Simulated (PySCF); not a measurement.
Si(H)(F)2(Et) (C2H6F2Si), SMILES CC[SiH](F)F. Atoms are numbered in the order given.

```xyz
11

Si     0.6381    -0.4142     0.0000
F      1.0215     0.4808     1.2954
F      1.0215     0.4808    -1.2954
C     -1.1852    -0.7382     0.0000
C     -2.0248     0.5458     0.0000
H      1.5025    -1.6182     0.0000
H     -1.4206    -1.3639    -0.8809
H     -1.4206    -1.3639     0.8809
H     -3.1031     0.3232     0.0000
H     -1.8092     1.1610    -0.8877
H     -1.8092     1.1610     0.8877
```

Geometry optimised at r2SCAN-D4/def2-SVP. The values are those of a single conformer.

Two levels are set side by side: PBE/pcSseg-1 (PySCF) and PBE0/pcSseg-1 (PySCF). GIAO shifts against CFCl3 (¹⁹F), TMS (²⁹Si), TMS (¹H), TMS (¹³C) at the same level; non-relativistic, no solvent, atoms listed together averaged. Differences are taken from unrounded values.

```json
[
 {"quantity": "δ(²⁹Si) of Si1 (ppm)", "PBE0": "1.1"},
 {"quantity": "δ(¹⁹F) of F2, F3 (ppm)", "PBE0": "-167.1"},
 {"quantity": "δ(¹³C) of C4 (ppm)", "PBE0": "12.4"},
 {"quantity": "δ(¹³C) of C5 (ppm)", "PBE0": "7.8"},
 {"quantity": "δ(¹H) of H6 (ppm)", "PBE0": "5.29"},
 {"quantity": "δ(¹H) of H7, H8 (ppm)", "PBE0": "0.95"},
 {"quantity": "δ(¹H) of H9, H10, H11 (ppm)", "PBE0": "1.49"}
]
```

### Question
What does PBE give, and how far is it from PBE0? (The exact figures need the calculation; the answer reports its results.)

### Answer

| quantity | PBE | PBE minus PBE0 |
|---|---|---|
| δ(²⁹Si) of Si1 (ppm) | 2.4 | 1.2 |
| δ(¹⁹F) of F2, F3 (ppm) | -183.3 | -16.2 |
| δ(¹³C) of C4 (ppm) | 14.4 | 2.0 |
| δ(¹³C) of C5 (ppm) | 8.0 | 0.2 |
| δ(¹H) of H6 (ppm) | 5.55 | 0.26 |
| δ(¹H) of H7, H8 (ppm) | 1.01 | 0.06 |
| δ(¹H) of H9, H10, H11 (ppm) | 1.47 | -0.02 |

Rough cost on one machine, each run with all the roots and properties that it gave: PBE0 against PBE within a factor of 2.
